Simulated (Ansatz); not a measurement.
Basis-set extrapolation for CH$_{8}$ClNOSi$_{2}$, SMILES `CN([SiH2]O)[SiH2]Cl` (PBE0-D4/def2-TZVP geometry, frozen core, the Gaussian-basis code of Ansatz). Multiplicity 1, RHF reference.

|  | def2-TZVPP | def2-QZVPP |
| --- | --- | --- |
| HF | -1209.468451 | -1209.508468 |
| MP2 correlation | -1.060863 | -1.145463 |
| CCSD(T) correlation | -1.165704 | not run |

Energies in hartree. Use E(X) = E(∞) + A·exp(−7.88·√X) for Hartree–Fock and E(X) = E(∞) + B·X^(−2.97) for correlation, with X = 3 and 4, and add CCSD(T) minus MP2 of the smaller set to the MP2 limit.

Question: What is the CCSD(T) energy at the basis-set limit?

Answer: HF limit: -1209.508468 + (-0.040017) × 0.13774 = -1209.51398. MP2 limit: -1.145463 + (-0.084600) × 0.74074 = -1.20813. Higher-order term: -1.165704 − (-1.060863) = -0.10484. Total: -1210.82695 hartree, 506.2 kJ/mol below CCSD(T)/def2-TZVPP.
